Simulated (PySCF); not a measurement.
## Electronic structure of Br⁺ (bromine, charge +1) at the PBE level

Configuration: [Ar] 3d10 4s2 4p4, high-spin 3P determinant. All numbers are calculated (PySCF 2.14, scalar relativity by spin-free X2C-1e, in x2c-SVPall (5s4p3d, 32 functions)).

- Total energy: -2604.968 hartree
- One-electron energy: -3606.933 hartree
- Hartree (Coulomb) energy: 1094.188 hartree
- Exchange-correlation energy: -92.223 hartree
- ⟨S²⟩: 2.0014
- ⟨L²⟩: 2.007
- Sum of ⟨r⟩: 23.00 bohr
- Sum of ⟨r²⟩: 31.72 bohr²
- Traceless quadrupole moment −½Σ⟨3z² − r²⟩ along its main axis: -1.81 e·bohr²
- Langevin diamagnetic susceptibility: -25.1 ×10⁻⁶ cm³/mol
- Time after the integrals: 0.36 s of wall time on 1 thread of Neoverse-V1 (shared host)

```json
{"shell": "1s α", "electrons": "1", "mean orbital energy (hartree)": "-489.21723", "spread (hartree)": "0", "rms radius, mean of both spins (bohr)": "0.0493"}
{"shell": "1s β", "electrons": "1", "mean orbital energy (hartree)": "-489.21230", "spread (hartree)": "0", "rms radius, mean of both spins (bohr)": "0.0493"}
{"shell": "2s α", "electrons": "1", "mean orbital energy (hartree)": "-64.05590", "spread (hartree)": "0", "rms radius, mean of both spins (bohr)": "0.205"}
{"shell": "2s β", "electrons": "1", "mean orbital energy (hartree)": "-64.05356", "spread (hartree)": "0", "rms radius, mean of both spins (bohr)": "0.205"}
{"shell": "2p α", "electrons": "3", "mean orbital energy (hartree)": "-56.57354", "spread (hartree)": "0.00872", "rms radius, mean of both spins (bohr)": "0.183"}
{"shell": "2p β", "electrons": "3", "mean orbital energy (hartree)": "-56.56921", "spread (hartree)": "0.00524", "rms radius, mean of both spins (bohr)": "0.183"}
{"shell": "3s α", "electrons": "1", "mean orbital energy (hartree)": "-9.15884", "spread (hartree)": "0", "rms radius, mean of both spins (bohr)": "0.591"}
{"shell": "3s β", "electrons": "1", "mean orbital energy (hartree)": "-9.15239", "spread (hartree)": "0", "rms radius, mean of both spins (bohr)": "0.591"}
{"shell": "3p α", "electrons": "3", "mean orbital energy (hartree)": "-6.79271", "spread (hartree)": "0.02498", "rms radius, mean of both spins (bohr)": "0.610"}
{"shell": "3p β", "electrons": "3", "mean orbital energy (hartree)": "-6.78539", "spread (hartree)": "0.01907", "rms radius, mean of both spins (bohr)": "0.610"}
{"shell": "3d α", "electrons": "5", "mean orbital energy (hartree)": "-2.87378", "spread (hartree)": "0.02523", "rms radius, mean of both spins (bohr)": "0.657"}
{"shell": "3d β", "electrons": "5", "mean orbital energy (hartree)": "-2.86420", "spread (hartree)": "0.01794", "rms radius, mean of both spins (bohr)": "0.657"}
{"shell": "4s α", "electrons": "1", "mean orbital energy (hartree)": "-1.14912", "spread (hartree)": "0", "rms radius, mean of both spins (bohr)": "1.75"}
{"shell": "4s β", "electrons": "1", "mean orbital energy (hartree)": "-1.07627", "spread (hartree)": "0", "rms radius, mean of both spins (bohr)": "1.75"}
{"shell": "4p α", "electrons": "3", "mean orbital energy (hartree)": "-0.67210", "spread (hartree)": "0.05215", "rms radius, mean of both spins (bohr)": "2.13"}
{"shell": "4p β", "electrons": "1", "mean orbital energy (hartree)": "-0.60648", "spread (hartree)": "0", "rms radius, mean of both spins (bohr)": "2.13"}
```

Densities and radii are taken from the X2C orbitals without a picture-change correction, which distorts them close to the nucleus.
